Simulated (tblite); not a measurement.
Species: CH₈N₂SSi₂.
Geometry (GFN2-xTB, Å), atoms numbered from 1 in this order:
```
atom  x, y, z in Å
C1     2.2308    0.2238   -0.1015
S2     1.8743    0.1357    1.6833
Si3   -0.2479   -0.0732    1.6123
N4    -0.8180   -1.2420    0.4598
Si5   -1.7445   -0.1302   -0.5079
N6    -1.0523    1.0548    0.5634
H7     1.8894   -0.6893   -0.5778
H8     1.7209    1.0824   -0.5257
H9     3.3053    0.3287   -0.2075
H10   -0.7114   -0.1840    2.9803
H11   -0.7820   -2.2434    0.4673
H12   -3.1874   -0.2811   -0.3705
H13   -1.2573   -0.0205   -1.8782
H14   -1.2205    2.0380    0.6605
```

Method: GFN2-xTB as coded in tblite; computed harmonic values from a numerical Hessian at the method's own geometry, unscaled. This tight-binding method is rough: wavenumbers can miss measured ones by several per cent, in bad cases by 10 to 20. Modes of hydrogen on silicon can be 10 to 20 % off. One conformer, not necessarily the lowest.

Harmonic wavenumbers (cm⁻¹): 47.4, 64.5, 76.2, 150.0, 156.1, 228.7, 256.6, 400.7, 418.2, 444.5, 479.2, 532.9, 555.2, 604.0, 670.3, 729.3, 753.3, 777.0, 832.1, 859.3, 929.6, 948.8, 957.9, 1056.9, 1101.0, 1314.6, 1448.5, 1448.7, 2267.3, 2296.2, 2358.3, 3036.4, 3041.2, 3058.2, 3532.3, 3541.5.

A = 3817, B = 1255, C = 1153 MHz; mass 135.995 u (most abundant isotopes); point group Cs, symmetry number 1.

**Question.** Zero-point energy?

**Answer.** Half the sum of the wavenumbers: 20686 cm⁻¹ = 247.47 kJ/mol.

**Question.** What is S at 298.15 K and 1 bar for an ideal gas of classical rigid rotors and harmonic oscillators?

**Answer.** Translation 170.12, rotation 119.06, vibration 121.29: S = 410.5 J/(mol K).

**Question.** And Cp and H(298.15 K) − H(0)?

**Answer.** Cp = 153.13 J/(mol K), of which vibrations give 119.88 (their classical limit is 36 R = 299.3); H(298.15 K) − H(0) = 28.56 kJ/mol without the zero-point energy, 18.65 from vibrations.

**Question.** How do the functions run with temperature in this model?

**Answer.** 
```csv
T (K),S (J/(mol K)),Cp (J/(mol K)),H − H(0) (kJ/mol),G − H(0) (kJ/mol),ln q(vib)
100,291.1,77.6,5.56,-23.56,1.92
200,356.8,116.9,15.26,-56.11,4.56
300,411.4,153.7,28.85,-94.58,7.11
500,503.0,204.5,65.15,-186.37,11.98
800,609.2,246.5,133.42,-353.95,18.48
1000,666.3,264.6,184.62,-481.65,22.31
```

q(vib) and H(0) count from the zero-point level.

**Question.** What must be added to the electronic energy to get the Gibbs energy at 298.15 K and 1 bar?

**Answer.** ZPE + [H(298.15 K) − H(0)] − T·S = 247.47 + 28.56 − 122.38 = 153.65 kJ/mol.

**Question.** Blend soft modes into free rotors: weight 1/[1 + (100 cm⁻¹/ν̃)⁴] for the oscillator and the rest for a rotor with moment μB/(μ + B), μ = h/(8π²ν), B = 10⁻⁴⁴ kg m². What vibrational entropy results?

**Answer.** 109.47 J/(mol K) in place of 121.29, which changes −T·S at 298.15 K by +3.52 kJ/mol.

Hindered rotation and anharmonicity are outside this model. Other conformers, if any are populated, would add a mixing term that is left out.
